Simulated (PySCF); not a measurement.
Work out the structure from these simulated measurements.

Formula: BClH4N2.

| Quantity | Value |
| --- | --- |
| Rotational structure | rotational constants A, B, C: 8.986, 4.643, 3.061 GHz [PBE0-D3(BJ)/def2-SVP] |
| 1H NMR | chemical shifts (computed TMS as zero) by class: 2.12 (4 H) ppm [GIAO PBE0/pcSseg-1] |
| NMR, other nuclei | isotropic shieldings of nuclei other than C and H, by class: 75 (1 B), 202 (2 N), 913 (1 Cl) ppm [GIAO PBE0/pcSseg-1] |
| Triplet | lowest triplet excitation (Tamm–Dancoff): 6.09 eV [TDA CAM-B3LYP/def2-SVPD] |
| UV, strongest line | among the 10 lowest singlet transitions: S6 at 8.24 eV (150 nm, f = 0.329) [TDDFT CAM-B3LYP/def2-SVPD] |
| Dipole | 2.92 D [CAM-B3LYP/def2-SVPD] |
| XPS | B1s 197.1, Cl2p3/2 205.6, N1s 405.2 (×2), Cl1s 2828.2 eV [ΔSCF SCAN, pcX-2 on the ionised atom, pcseg-1 elsewhere, spin-free X2C, 2p3/2 from a spin–orbit splitting computed afterwards within the 2p shell] |
| UV, first state | lowest singlet excitation: 6.32 eV (196 nm, f = 0.000) [TDDFT CAM-B3LYP/def2-SVPD] |

The electronic properties come from PySCF, for the isolated species, density fitting. Levels stand in brackets. Isolated species at its PBE0-D3(BJ)/def2-SVP geometry, gas phase. NMR values are class means; diastereotopic atoms form classes of their own.

Problem. Give a SMILES that accounts for the data.

Solution. Numbering: `[NH2:1][B:2]([NH2:3])[Cl:4]`. All hydrogens form one class (2.12 ppm): N–H hydrogen. The other shieldings belong to: 75 ppm, three-coordinate boron [B2]; 202 ppm, boron-bound nitrogen [N1/N3]; 913 ppm, chlorine bonded to B [Cl4]. The core levels belong to: B1s 197.1 eV, three-coordinate boron [B2]; Cl2p3/2 205.6 eV, chlorine bonded to B [Cl4]; N1s 405.2 eV, boron-bound nitrogen [N1/N3]; Cl1s 2828.2 eV, chlorine bonded to B [Cl4]. The optimised geometry has point group C2v and is an asymmetric top. Structure: `NB(N)Cl`. The assignments are read from this structure; whether some other isomer fits the data as well wasn't checked.

The values belong to the conformer `[NH2:1][B:2]([NH2:3])[Cl:4]`: H–N1–B2–N3 0°, H–N1–B2–N3 180°, H–N3–B2–N1 180°, H–N3–B2–N1 0°.
